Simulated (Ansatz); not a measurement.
Dissociation curve of GaH (anion, charge -1), lowest doublet found (which spin is the ground state isn't settled by this scan).

Method: CCSDT(Q) on UHF/aug-cc-pVTZ, cores with 3d frozen run with Ansatz (a program for electronic structure).

The batch members p0 to p7 hold the bond at 1.09, 1.20, 1.26, 1.34, 1.41, 1.46, 1.51, 1.55 Å.

Ansatz input:

Ansatz 0.2 input:
```yaml
# input.yaml
basis:
  gaussian: { orbitals: aug-cc-pvtz }
correlation:
  method: ccsdt_q
  electrons: outside_noble_gas
scf:
  omitted_lower_state_checks: [cluster_reference, increment]
batch:
  members: [p0.yaml, p1.yaml, p2.yaml, p3.yaml, p4.yaml, p5.yaml, p6.yaml, p7.yaml]

# p4.yaml, one of the 8 members of this batch
crystal:
  periodic: [false, false, false]
  atoms:
    - { symbol: Ga, position_ang: [0.0, 0.0, 0.0] }
    - { symbol: H, position_ang: [0.0, 0.0, 1.41] }
total_charge: -1
magnetization:
  spin_polarized: true
  initial_magnetization: 1
```

Lines of the output on each member:

```
Member 1: Total energy: -52350.16846766 eV, -1923.8332069680 hartree
Member 1: Checks for a lower state left out: cluster_reference, increment
Member 3: Total energy: -52351.57923727 eV, -1923.8850517948 hartree
Member 3: Checks for a lower state left out: cluster_reference, increment
Member 2: Total energy: -52350.89071744 eV, -1923.8597491575 hartree
Member 2: Checks for a lower state left out: cluster_reference, increment
Member 4: Total energy: -52351.98860582 eV, -1923.9000958113 hartree
Member 4: Checks for a lower state left out: cluster_reference, increment
Member 5: Total energy: -52352.19733769 eV, -1923.9077665664 hartree
Member 5: Checks for a lower state left out: cluster_reference, increment
Member 7: Total energy: -52352.44103513 eV, -1923.9167222820 hartree
Member 7: Checks for a lower state left out: cluster_reference, increment
Member 0: Total energy: -52348.19605007 eV, -1923.7607219583 hartree
Member 0: Checks for a lower state left out: cluster_reference, increment
Member 6: Total energy: -52352.35091284 eV, -1923.9134103487 hartree
Member 6: Checks for a lower state left out: cluster_reference, increment
```

The unrestricted determinant behind UCCSDT(Q) is spin-contaminated at 1.09 to 1.41, 3.00 to 5.17 Å (<S²> up to 1.7, against 0.75 for a pure doublet). Where the anion isn't bound against loss of the electron, the finite basis alone holds it.
